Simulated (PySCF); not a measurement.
The numbers are results of PySCF 2.14.0 with PBE0-D4/def2-TZVP, not measurements. Gas-phase values, no solvent. One relaxed conformer stands for a flexible species; it need not be the lowest. Delta-SCF ions had no search for a lower state. Excitations are Tamm–Dancoff values on a coarser integration grid. The basis has no diffuse functions, so Rydberg states are missing or too high.

Reference species (SMILES): `C#C[SiH2]O` (neutral, multiplicity 1).

The HOMO–LUMO gap is 7.72 eV, the vertical ionisation energy (Delta-SCF) comes out as 10.50 eV and the T1 excitation (TDA) comes out as 4.86 eV. The S1 excitation (TDA) is 5.87 eV.

After one change: the HOMO–LUMO gap increases by 0.79 eV; the vertical ionisation energy (Delta-SCF) increases by 0.13 eV; the T1 excitation (TDA) increases by 1.65 eV; the S1 excitation (TDA) rises by 1.13 eV.

Problem. Name the change that produced these shifts. The new species is one of these.
A) `OC[SiH2]O`
B) `CC[SiH2]O` (C–C–Si–O torsion 178°, C–Si–O–H torsion 71°)
C) `O[SiH2]O[SiH3]` (H–O–Si–O torsion 72°, O–Si–O–Si torsion 68°)
D) `O[SiH2]CF` (H–O–Si–C torsion 60°, O–Si–C–F torsion -60°)

Solution. D, `O[SiH2]CF` (H–O–Si–C torsion 60°, O–Si–C–F torsion -60°)
